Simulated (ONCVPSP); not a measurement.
# Varying the ONCV potential for zirconium

Base potential:

- Element: Zr
- Generator: ONCVPSP 4.0.1
- Type: optimised norm-conserving Vanderbilt (ONCV)
- Functional: PBEsol
- Relativity: scalar-relativistic
- Frozen core: [Ar] 3d10
- Valence charge: 12
- Reference configuration: 4s2 4p6 4d2 5s2
- Partial waves: 4s+5s: rc 2.20 bohr, ncon 5, nbas 9, qcut 4.5 1/bohr, 2 projectors; 4p: rc 1.40 bohr, ncon 4, nbas 8, qcut 6.2 1/bohr, 2 projectors, debl 3.6 Ha; 4d: rc 3.05 bohr, ncon 4, nbas 9, qcut 5.7 1/bohr, 2 projectors, debl 3.3 Ha
- Local potential: polynomial inside 1.35 bohr (lpopt 5, dvloc0 6 Ha)
- Core correction: Teter function fitted to the true core (icmod 2), fcfact 0.65

Cutoffs, loose and tight: the cutoffs (Ha) at which the residual kinetic energy of the hardest occupied pseudo-wave falls to 1 and 0.1 mHa per electron. They do not see the model core or the augmentation charge, which bear on the density cutoff. Test errors are all-electron minus pseudo excitation energies from the reference, over the configurations 4s2 4p6 4d2 5s1; 4s2 4p6 4d2 5s0; 4s2 4p6 4d1 5s0; 4s2 4p6 4d2 5s1.5. A dash means not determined; rows that change the core or the reference have their own tests.

```csv
change,outcome,"cutoff, loose","cutoff, tight",bound ghosts,GHOST(+) flags above zero,largest test error (meV)
base,generated,22 Ha,93 Ha,none,s,+18
"p: rc 1; local potential polynomial inside 1.00 bohr (lpopt 5, dvloc0 6 Ha)",generated,147 Ha,208 Ha,none,"s, p",+17
"p: rc 1.1; local potential polynomial inside 1.10 bohr (lpopt 5, dvloc0 6 Ha)",generated,37 Ha,90 Ha,none,none,+16
"p: rc 1.22; local potential polynomial inside 1.22 bohr (lpopt 5, dvloc0 6 Ha)",generated,42 Ha,124 Ha,none,none,+14
p: rc 1.52,generated,17 Ha,68 Ha,none,s,+18
p: rc 1.78,generated,10.0 Ha,25 Ha,none,s,+19
p: rc 1.94,generated,10.0 Ha,25 Ha,none,s,+19
p: rc 2.04,generated,10 Ha,25 Ha,none,s,+20
```

(1) What comes out with this change to the base: p: rc 1.66?

(2) What comes out with this change to the base: p: rc 1.38?

Results:

(1) outcome: generated; cutoff, loose: 13 Ha; cutoff, tight: 25 Ha; bound ghosts: none; GHOST(+) flags above zero: s; largest test error (meV): +18.

(2) outcome: generated; cutoff, loose: 24 Ha; cutoff, tight: 97 Ha; bound ghosts: none; GHOST(+) flags above zero: s; largest test error (meV): +18.

Reading the sweep of the p radius (base included, trends over the rows without a ghost): The loose cutoff is not monotonic: lowest 10.0 Ha at 1.78 bohr, highest 147 Ha at 1 bohr. The median size of the test errors (rows with all tests solved) stays near 7.6 meV.
